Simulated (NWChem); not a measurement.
System: C$_{2}$H$_{4}$BFO$_{2}$; SMILES COB(F)C=O

```xyz
10

C     -1.7981    -0.8270     0.0000
O     -1.1512     0.4509     0.0000
B      0.1679     0.6641     0.0000
F      0.5891     1.9322     0.0000
C      1.3427    -0.4449     0.0000
O      1.1692    -1.6536     0.0000
H     -1.0751    -1.6429     0.0000
H     -2.4329    -0.8820    -0.8891
H     -2.4329    -0.8820     0.8891
H      2.3876    -0.0501     0.0000
```
Atoms are numbered in this order, from 1.

Computed with NWChem. Medium grid unless said otherwise, to which SCAN and Minnesota functionals are sensitive. Coordinates come from a B3LYP/6-31G* (spherical d) optimisation. Hybrids' shares of exact exchange are those that their runs print; pure functionals count as 0. The functionals differ in more than this share.

```
row                                    share of exact exchange  orbital gap (eV)
-------------------------------------  -----------------------  ----------------
PBE/def2-TZVP                                             0.00              2.36
LDA (Slater exchange, VWN5)/def2-TZVP                     0.00              2.22
B3LYP/def2-TZVP                                           0.20              4.58
PBE0/def2-TZVP                                            0.25          withheld
M06-2X/def2-TZVP                                          0.54              7.74
```

Problem. Fit a straight line of the last column on the one before it, predict the withheld value, and compare with the run.

Solution. 
1. Means of the 4 shown rows: x = 0.185, y = 4.225. Slope Σ(x − x̄)(y − ȳ)/Σ(x − x̄)² = 1.969/0.1947 = 10.11; intercept 2.355.
2. The shown rows scatter about the line by 0.127 (root mean square); the largest residual is +0.20, at B3LYP/def2-TZVP.
3. At x = 0.25 (PBE0/def2-TZVP; inside the shown range) the line gives 4.88.
4. The run gives 5.06, +0.18 from the line, 1.4 times the scatter.
